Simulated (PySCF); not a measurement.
**ScI₃ at several levels of theory**

All levels use the PBE0 minimum (singlet; Sc–I 2.633 Å (×3); I–Sc–I 120.0° (×3)), basis [Sc def2-SVP, I def2-SVP with ECP28], scalar-relativistic core potentials, density fitting, no spin–orbit coupling, PySCF. For vertical energies the ionised species is a doublet (spins chosen at PBE0 and kept) and the electron-attached one a doublet. Atomisation goes to high-spin ground-configuration atoms, without zero-point energy. Open shells are unrestricted, also as the reference of the correlated levels. A dash marks a value that was not computed or is not defined at that level.

```json
{"level": "PBE0", "atomisation (kJ/mol)": "1077", "vertical IP (eV)": "9.34", "vertical EA (eV)": "2.07", "−ε(HOMO) (eV)": "7.68", "gap (eV)": "4.33"}
{"level": "HF", "atomisation (kJ/mol)": "766", "vertical IP (eV)": "9.50", "vertical EA (eV)": "2.11", "−ε(HOMO) (eV)": "10.06", "gap (eV)": "9.90"}
{"level": "MP2", "atomisation (kJ/mol)": "–", "vertical IP (eV)": "9.58", "vertical EA (eV)": "1.46", "−ε(HOMO) (eV)": "–", "gap (eV)": "–"}
{"level": "PBE", "atomisation (kJ/mol)": "1129", "vertical IP (eV)": "8.89", "vertical EA (eV)": "1.72", "−ε(HOMO) (eV)": "6.56", "gap (eV)": "2.40"}
{"level": "B3LYP", "atomisation (kJ/mol)": "1032", "vertical IP (eV)": "9.19", "vertical EA (eV)": "2.01", "−ε(HOMO) (eV)": "7.37", "gap (eV)": "3.76"}
{"level": "r2SCAN", "atomisation (kJ/mol)": "–", "vertical IP (eV)": "9.19", "vertical EA (eV)": "1.95", "−ε(HOMO) (eV)": "6.92", "gap (eV)": "2.78"}
{"level": "TPSSh", "atomisation (kJ/mol)": "1109", "vertical IP (eV)": "9.16", "vertical EA (eV)": "1.90", "−ε(HOMO) (eV)": "7.13", "gap (eV)": "3.39"}
{"level": "M06-2X", "atomisation (kJ/mol)": "978", "vertical IP (eV)": "9.80", "vertical EA (eV)": "2.51", "−ε(HOMO) (eV)": "8.80", "gap (eV)": "6.06"}
{"level": "CAM-B3LYP", "atomisation (kJ/mol)": "1016", "vertical IP (eV)": "9.58", "vertical EA (eV)": "2.25", "−ε(HOMO) (eV)": "8.79", "gap (eV)": "6.36"}
```

Spin contamination in at least one species weakens the values at: HF, MP2.

Without diffuse functions attachment energies tend to come out too low.
